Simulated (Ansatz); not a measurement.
Born–Oppenheimer molecular dynamics of a periodic cell of 20 atoms, CO (contents 10 CO, density as packed 0.62 g/cm³ with natural masses). It starts from a partly relaxed structure (largest force component 0.18 eV/Å).

Theory: Ansatz 0.2.0, DFT PBE-D3(BJ), scalar-relativistic, plane waves, PAW. Settings: cutoff 420 eV, k mesh 1x1x1, fermi-dirac smearing 0.02 eV, no spin polarisation.

```
ensemble        : NVT, Langevin thermostat
time step       : 1 fs
steps asked     : 300
set temperature : 300 K
friction        : 0.02 /fs
seed            : 894350
```

Frames 5 fs apart, positions in Å, forces in eV/Å.

Velocities at 100.0 fs (Å/ps):

```
O 7.63 10.01 -6.62
C 0.70 0.88 6.64
O 3.74 -3.04 -3.07
C -5.17 2.67 -4.34
O 5.58 -0.46 -0.79
C 3.99 -6.21 1.45
O 7.62 0.32 4.55
C 3.97 -7.20 3.96
O -0.15 3.14 -0.16
C -2.28 1.53 -5.55
O 1.91 -2.36 -1.29
C 3.33 10.51 -1.72
O -1.96 -0.64 -1.23
C 3.63 -6.90 -3.52
O 1.13 -2.72 3.16
C -0.67 5.64 1.55
O -0.27 5.23 2.23
C -3.71 6.21 2.12
O -3.24 -3.74 -1.65
C -1.50 -5.50 6.70
```

```xyz
20
Lattice="9.1017 0.0000 0.0000 0.0000 9.1017 0.0000 0.0000 0.0000 9.1017" Properties=species:S:1:pos:R:3:forces:R:3 time_fs=100.0 energy_less_start_eV=0.201 T=299
O 1.271 0.424 1.056 0.15 -0.12 -0.25
C 0.707 0.836 1.948 -0.12 0.10 0.18
O 7.743 2.985 8.158 0.02 1.23 -0.04
C 7.697 1.861 8.207 0.03 -1.16 0.03
O 6.631 5.902 6.687 -0.26 -0.64 -0.53
C 6.293 5.062 5.990 0.26 0.64 0.51
O 6.819 -0.261 5.051 -0.05 -0.14 0.82
C 7.040 -0.044 3.967 0.13 0.12 -0.83
O 5.731 7.208 0.617 -0.18 -0.46 0.30
C 6.101 8.105 0.037 0.11 0.40 -0.25
O 2.546 3.480 8.533 -1.19 -0.33 0.98
C 3.392 3.705 7.832 1.18 0.32 -0.97
O 0.597 1.522 5.356 -0.12 0.40 -0.23
C 0.244 2.372 4.683 0.03 -0.44 0.32
O 1.442 5.207 5.227 -0.58 0.70 2.21
C 1.732 4.912 4.190 0.66 -0.55 -2.21
O 6.500 3.815 2.487 -0.87 -1.68 -0.33
C 7.008 4.798 2.656 0.89 1.66 0.32
O 2.630 8.519 4.667 -0.32 0.00 -0.04
C 3.756 8.419 4.732 0.20 -0.07 0.01
20
Lattice="9.1017 0.0000 0.0000 0.0000 9.1017 0.0000 0.0000 0.0000 9.1017" Properties=species:S:1:pos:R:3:forces:R:3 time_fs=105.0 energy_less_start_eV=0.198 T=337
O 1.301 0.485 1.038 -0.96 0.59 1.53
C 0.724 0.845 1.968 0.99 -0.63 -1.62
O 7.759 2.990 8.139 -0.06 -0.46 0.04
C 7.669 1.855 8.190 0.12 0.54 -0.04
O 6.658 5.895 6.675 -0.35 -0.86 -0.67
C 6.316 5.035 6.000 0.35 0.87 0.65
O 6.850 -0.253 5.077 0.04 -0.03 0.28
C 7.058 -0.073 3.978 0.01 0.00 -0.29
O 5.724 7.217 0.611 0.26 0.59 -0.40
C 6.096 8.111 0.004 -0.33 -0.66 0.44
O 2.554 3.470 8.520 0.89 0.30 -0.74
C 3.413 3.763 7.820 -0.90 -0.30 0.74
O 0.586 1.517 5.354 0.73 -1.73 1.52
C 0.256 2.336 4.673 -0.80 1.72 -1.42
O 1.448 5.193 5.253 0.16 -0.04 -0.46
C 1.742 4.939 4.181 -0.10 0.18 0.47
O 6.494 3.832 2.497 0.07 0.16 -0.01
C 6.985 4.841 2.674 -0.05 -0.17 0.01
O 2.616 8.499 4.662 -1.06 0.08 -0.12
C 3.732 8.388 4.763 0.97 -0.14 0.09
20
Lattice="9.1017 0.0000 0.0000 0.0000 9.1017 0.0000 0.0000 0.0000 9.1017" Properties=species:S:1:pos:R:3:forces:R:3 time_fs=110.0 energy_less_start_eV=0.231 T=270
O 1.308 0.539 1.048 1.47 -0.85 -2.52
C 0.767 0.850 1.967 -1.43 0.81 2.43
O 7.766 2.998 8.114 -0.17 -1.27 0.09
C 7.632 1.860 8.182 0.24 1.35 -0.09
O 6.674 5.870 6.654 0.68 1.70 1.29
C 6.334 5.022 6.013 -0.67 -1.69 -1.31
O 6.875 -0.251 5.110 0.29 0.16 -1.16
C 7.085 -0.102 3.994 -0.26 -0.20 1.14
O 5.720 7.226 0.599 0.35 0.80 -0.56
C 6.099 8.107 -0.027 -0.42 -0.87 0.60
O 2.575 3.466 8.501 0.05 0.01 -0.05
C 3.418 3.805 7.819 -0.07 -0.02 0.06
O 0.577 1.497 5.375 -0.19 0.58 -0.42
C 0.256 2.321 4.651 0.13 -0.56 0.52
O 1.460 5.169 5.276 0.52 -0.26 -1.78
C 1.760 4.968 4.181 -0.47 0.38 1.79
O 6.489 3.851 2.502 0.33 0.72 0.09
C 6.965 4.873 2.686 -0.31 -0.74 -0.10
O 2.595 8.477 4.648 -0.31 0.01 -0.06
C 3.712 8.354 4.782 0.25 -0.07 0.04
20
Lattice="9.1017 0.0000 0.0000 0.0000 9.1017 0.0000 0.0000 0.0000 9.1017" Properties=species:S:1:pos:R:3:forces:R:3 time_fs=115.0 energy_less_start_eV=0.226 T=247
O 1.330 0.575 1.041 -0.07 0.04 0.11
C 0.779 0.864 1.992 0.10 -0.09 -0.21
O 7.763 2.990 8.091 0.20 1.52 -0.08
C 7.605 1.881 8.165 -0.13 -1.45 0.09
O 6.696 5.866 6.653 -0.12 -0.29 -0.21
C 6.345 4.995 6.009 0.12 0.30 0.18
O 6.900 -0.243 5.132 -0.14 -0.12 1.08
C 7.098 -0.123 4.030 0.15 0.08 -1.11
O 5.719 7.241 0.574 -0.58 -1.37 1.01
C 6.090 8.095 -0.050 0.51 1.29 -0.96
O 2.594 3.465 8.482 -1.14 -0.52 0.91
C 3.417 3.836 7.816 1.13 0.51 -0.90
O 0.575 1.486 5.393 -0.60 1.70 -1.51
C 0.266 2.298 4.627 0.55 -1.65 1.63
O 1.481 5.133 5.277 -0.50 0.29 1.90
C 1.775 5.001 4.205 0.54 -0.18 -1.89
O 6.479 3.875 2.504 -0.21 -0.45 -0.13
C 6.951 4.885 2.693 0.23 0.43 0.12
O 2.571 8.448 4.626 1.38 -0.18 0.18
C 3.699 8.317 4.793 -1.42 0.13 -0.20
20
Lattice="9.1017 0.0000 0.0000 0.0000 9.1017 0.0000 0.0000 0.0000 9.1017" Properties=species:S:1:pos:R:3:forces:R:3 time_fs=120.0 energy_less_start_eV=0.216 T=277
O 1.361 0.614 1.044 -1.19 0.52 1.95
C 0.774 0.864 2.010 1.22 -0.59 -2.07
O 7.749 2.991 8.062 0.19 1.26 -0.09
C 7.574 1.883 8.157 -0.11 -1.19 0.10
O 6.706 5.856 6.656 -0.07 -0.15 -0.11
C 6.366 4.980 6.016 0.07 0.18 0.08
O 6.935 -0.240 5.153 -0.06 -0.06 0.61
C 7.111 -0.135 4.042 0.04 0.01 -0.64
O 5.716 7.238 0.573 0.21 0.47 -0.34
C 6.086 8.100 -0.078 -0.28 -0.55 0.39
O 2.609 3.474 8.473 1.40 0.67 -1.17
C 3.441 3.875 7.782 -1.41 -0.68 1.19
O 0.572 1.480 5.401 0.36 -0.86 0.93
C 0.292 2.249 4.629 -0.39 0.93 -0.80
O 1.491 5.095 5.294 0.05 0.05 -0.11
C 1.792 5.028 4.200 -0.02 0.04 0.11
O 6.470 3.884 2.506 0.66 1.40 0.21
C 6.956 4.908 2.698 -0.64 -1.42 -0.23
O 2.571 8.413 4.609 -0.65 0.07 -0.13
C 3.675 8.272 4.801 0.63 -0.11 0.12
20
Lattice="9.1017 0.0000 0.0000 0.0000 9.1017 0.0000 0.0000 0.0000 9.1017" Properties=species:S:1:pos:R:3:forces:R:3 time_fs=125.0 energy_less_start_eV=0.333 T=298
O 1.373 0.655 1.078 1.78 -0.55 -2.82
C 0.788 0.842 2.001 -1.75 0.49 2.70
O 7.727 2.995 8.031 -0.23 -1.46 0.18
C 7.551 1.865 8.152 0.32 1.53 -0.16
O 6.707 5.848 6.652 0.81 2.22 1.57
C 6.386 4.977 6.038 -0.81 -2.19 -1.61
O 6.979 -0.246 5.184 0.27 0.17 -2.05
C 7.115 -0.143 4.042 -0.31 -0.23 2.03
O 5.711 7.231 0.560 0.42 0.99 -0.72
C 6.072 8.106 -0.090 -0.50 -1.08 0.77
O 2.635 3.496 8.468 1.29 0.65 -1.12
C 3.450 3.911 7.768 -1.30 -0.66 1.14
O 0.576 1.460 5.434 -0.30 0.97 -0.99
C 0.305 2.220 4.616 0.29 -0.88 1.11
O 1.503 5.074 5.320 0.83 0.00 -2.95
C 1.815 5.053 4.198 -0.82 0.08 2.95
O 6.482 3.907 2.504 0.22 0.47 0.05
C 6.969 4.920 2.696 -0.20 -0.49 -0.05
O 2.567 8.377 4.581 0.71 -0.10 0.13
C 3.672 8.229 4.824 -0.72 0.07 -0.15
20
Lattice="9.1017 0.0000 0.0000 0.0000 9.1017 0.0000 0.0000 0.0000 9.1017" Properties=species:S:1:pos:R:3:forces:R:3 time_fs=130.0 energy_less_start_eV=0.256 T=286
O 1.388 0.679 1.076 -0.53 0.16 0.84
C 0.787 0.829 2.038 0.56 -0.24 -0.97
O 7.700 2.990 8.001 -0.06 -0.39 0.08
C 7.538 1.872 8.149 0.15 0.45 -0.05
O 6.710 5.859 6.657 -0.39 -1.07 -0.72
C 6.383 4.945 6.045 0.39 1.11 0.67
O 7.025 -0.254 5.181 -0.12 -0.16 1.58
C 7.119 -0.155 4.068 0.06 0.09 -1.61
O 5.713 7.230 0.540 -0.78 -2.02 1.43
C 6.052 8.098 -0.071 0.70 1.94 -1.39
O 2.682 3.522 8.459 -2.12 -1.18 1.95
C 3.437 3.940 7.760 2.12 1.17 -1.93
O 0.565 1.449 5.467 -0.28 1.02 -1.13
C 0.320 2.187 4.619 0.29 -0.90 1.27
O 1.524 5.055 5.320 -0.33 0.02 1.19
C 1.824 5.073 4.236 0.34 0.03 -1.20
O 6.498 3.927 2.498 -0.33 -0.68 -0.18
C 6.986 4.925 2.696 0.35 0.66 0.17
O 2.569 8.332 4.558 0.28 -0.03 0.06
C 3.659 8.186 4.850 -0.28 0.03 -0.07
20
Lattice="9.1017 0.0000 0.0000 0.0000 9.1017 0.0000 0.0000 0.0000 9.1017" Properties=species:S:1:pos:R:3:forces:R:3 time_fs=135.0 energy_less_start_eV=0.230 T=372
O 1.395 0.704 1.077 -0.93 0.22 1.50
C 0.794 0.822 2.054 0.96 -0.31 -1.65
O 7.666 2.980 7.970 0.20 1.55 -0.22
C 7.525 1.881 8.153 -0.10 -1.49 0.27
O 6.707 5.856 6.645 0.13 0.39 0.25
C 6.387 4.940 6.064 -0.14 -0.34 -0.32
O 7.071 -0.273 5.192 -0.09 -0.18 1.68
C 7.128 -0.168 4.077 0.00 0.11 -1.71
O 5.714 7.216 0.541 0.24 0.63 -0.42
C 6.045 8.120 -0.076 -0.33 -0.72 0.46
O 2.705 3.550 8.474 0.24 0.13 -0.25
C 3.455 3.974 7.731 -0.24 -0.14 0.28
O 0.535 1.446 5.494 0.26 -0.68 0.84
C 0.330 2.151 4.640 -0.23 0.82 -0.69
O 1.554 5.042 5.329 -0.24 -0.01 0.89
C 1.832 5.102 4.238 0.23 0.04 -0.90
O 6.506 3.934 2.492 0.16 0.32 0.02
C 7.007 4.936 2.695 -0.14 -0.34 -0.03
O 2.568 8.287 4.540 -2.26 0.31 -0.71
C 3.625 8.150 4.870 2.27 -0.30 0.71
20
Lattice="9.1017 0.0000 0.0000 0.0000 9.1017 0.0000 0.0000 0.0000 9.1017" Properties=species:S:1:pos:R:3:forces:R:3 time_fs=140.0 energy_less_start_eV=0.386 T=246
O 1.400 0.723 1.097 0.90 -0.10 -1.44
C 0.809 0.814 2.046 -0.87 0.02 1.31
O 7.650 2.979 7.950 0.02 0.14 0.02
C 7.508 1.873 8.163 0.09 -0.08 0.04
O 6.707 5.855 6.632 0.50 1.46 0.89
C 6.387 4.933 6.082 -0.51 -1.41 -0.96
O 7.124 -0.301 5.230 0.03 0.40 -4.02
C 7.137 -0.174 4.061 -0.13 -0.49 3.98
O 5.719 7.208 0.525 0.50 1.48 -0.94
C 6.024 8.143 -0.078 -0.59 -1.58 0.98
O 2.725 3.581 8.496 1.77 0.97 -1.86
C 3.475 3.996 7.713 -1.78 -0.99 1.90
O 0.520 1.431 5.528 -0.12 0.82 -0.99
C 0.341 2.146 4.647 0.18 -0.68 1.12
O 1.586 5.024 5.353 0.61 0.31 -2.84
C 1.835 5.133 4.221 -0.63 -0.29 2.82
O 6.527 3.949 2.484 -0.14 -0.29 -0.10
C 7.022 4.946 2.691 0.16 0.27 0.10
O 2.547 8.252 4.517 1.18 -0.12 0.42
C 3.617 8.115 4.906 -1.16 0.15 -0.42
20
Lattice="9.1017 0.0000 0.0000 0.0000 9.1017 0.0000 0.0000 0.0000 9.1017" Properties=species:S:1:pos:R:3:forces:R:3 time_fs=145.0 energy_less_start_eV=0.281 T=256
O 1.409 0.740 1.098 -0.35 0.07 0.56
C 0.808 0.800 2.066 0.37 -0.16 -0.69
O 7.650 2.975 7.935 -0.25 -1.87 0.44
C 7.495 1.857 8.174 0.37 1.92 -0.39
O 6.711 5.867 6.629 -0.48 -1.34 -0.74
C 6.377 4.909 6.087 0.47 1.40 0.66
O 7.162 -0.316 5.230 -0.03 -0.02 -0.16
C 7.132 -0.173 4.103 -0.09 -0.08 0.13
O 5.721 7.228 0.493 -0.75 -2.60 1.61
C 5.993 8.145 -0.072 0.66 2.50 -1.57
O 2.756 3.625 8.492 -1.62 -0.84 1.70
C 3.479 3.995 7.729 1.62 0.82 -1.65
O 0.516 1.424 5.544 -0.08 0.76 -0.92
C 0.356 2.136 4.659 0.15 -0.61 1.05
O 1.629 5.002 5.345 -0.17 -0.09 0.86
C 1.815 5.159 4.244 0.14 0.09 -0.88
O 6.549 3.967 2.471 -0.06 -0.12 -0.06
C 7.043 4.966 2.679 0.07 0.10 0.06
O 2.541 8.219 4.503 1.02 -0.09 0.40
C 3.598 8.084 4.923 -0.99 0.14 -0.40
20
Lattice="9.1017 0.0000 0.0000 0.0000 9.1017 0.0000 0.0000 0.0000 9.1017" Properties=species:S:1:pos:R:3:forces:R:3 time_fs=150.0 energy_less_start_eV=0.288 T=292
O 1.412 0.757 1.102 -0.69 0.10 1.15
C 0.824 0.804 2.087 0.71 -0.20 -1.29
O 7.643 2.952 7.912 -0.06 -0.47 0.16
C 7.485 1.857 8.188 0.19 0.53 -0.10
O 6.701 5.856 6.616 0.14 0.44 0.27
C 6.372 4.910 6.090 -0.15 -0.38 -0.35
O 7.200 -0.334 5.227 0.18 -0.45 2.66
C 7.116 -0.165 4.130 -0.29 0.36 -2.70
O 5.709 7.223 0.480 0.09 0.24 -0.13
C 5.965 8.180 -0.082 -0.19 -0.35 0.16
O 2.749 3.664 8.509 0.49 0.21 -0.52
C 3.505 4.002 7.722 -0.49 -0.23 0.57
O 0.522 1.432 5.540 0.44 -1.70 2.15
C 0.378 2.118 4.676 -0.38 1.86 -2.01
O 1.671 4.959 5.345 -0.34 -0.49 2.71
C 1.797 5.173 4.260 0.30 0.49 -2.74
O 6.583 3.980 2.455 -0.03 -0.06 -0.05
C 7.068 4.987 2.653 0.05 0.05 0.05
O 2.549 8.195 4.490 -0.70 0.14 -0.31
C 3.574 8.062 4.942 0.74 -0.08 0.32
```

Of the whole run (300 fs, mean temperature of the second half 284 K): A run of 0.3 ps of so small a system gives no equilibrium averages. Limits of this set-up: coarse k mesh.

Run time: 15 min on 1 thread of Arm Neoverse V2 (shared host), peak memory 0.57 GiB.
